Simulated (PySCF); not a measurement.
Compound: C5H9NO.
SMILES: `NC(=O)C1CCC1`

The calculation used PySCF, TDDFT wB97X-D/def2-SVPD, vertical, gas phase, core orbitals frozen in the response. The structure is a single GFN2-xTB conformer in the gas phase; no vibrational or solvent corrections.

Computed states:

| state | E (eV) | f |
| --- | --- | --- |
| S1 | 5.78 | 0.0008 |
| S2 | 7.40 | 0.022 |
| S3 | 7.49 | 0.023 |
| S4 | 7.72 | 0.159 |
| S5 | 8.24 | 0.0088 |
| S6 | 8.35 | 0.0063 |
| S7 | 8.36 | 0.045 |
| S8 | 8.46 | 0.029 |

Each state is given a Gaussian of 0.5 eV full width at half maximum, with ε(max) = 2.175×10⁸ f / Δν̃ (Δν̃ the width in cm⁻¹). The width is an assumption, not a result. The curve ends short of the highest state used, and states not computed would add to its high-energy end.

Task: Give the broadened spectrum and its maxima.

Result: 
λ (nm), ε (L mol⁻¹ cm⁻¹) and a bar:
```
    157.7       7483 #######################
    160.3       9580 ##############################
    162.8       9369 #############################
    165.3       7346 #######################
    167.9       4752 ###############
    170.4       2719 #########
    173.0       1331 ####
    175.5        585 ##
    178.0        223 #
    180.6         70 
    183.1         20 
    185.7          5 
    188.2          1 
    190.7          0 
    193.3          1 
    195.8          1 
    198.4          4 
    200.9          8 
    203.4         14 
    206.0         22 
    208.5         31 
    211.1         38 
    213.6         42 
    216.1         42 
    218.7         37 
    221.2         31 
    223.8         23 
    226.3         16 
    228.8         10 
    231.4          6 
    233.9          3 
    236.4          2 
    239.0          1 
    241.5          0 
    244.1          0 
    246.6          0
```

Maxima: 215 nm (5.78 eV), ε about 43, made up of S1 (100%); 161 nm (7.69 eV), ε about 9800, made up of S4 (87%) (ε in L mol⁻¹ cm⁻¹; maxima over ε = 5, shares over 10%).

Task: Coming from long wavelengths, where does ε first pass 100 L mol⁻¹ cm⁻¹?

Result: At about 180 nm (6.89 eV), 1.12 eV above S1.

Task: On this curve, what absorbance would a 10⁻⁵ mol/L sample give at 222 nm over a 1 cm path?

Result: 222 nm is 5.585 eV, where ε is about 28 L mol⁻¹ cm⁻¹, so A = ε c l ≈ 0.00028 (Beer–Lambert, with the gas-phase spectrum and the assumed width).

Task: What would ε be at 7.69 eV, the highest of these maxima, with half the width (0.25 eV)?

Result: About 17000 L mol⁻¹ cm⁻¹ against 9780, a factor of about 1.7; a lone state at its own centre would give exactly 2.
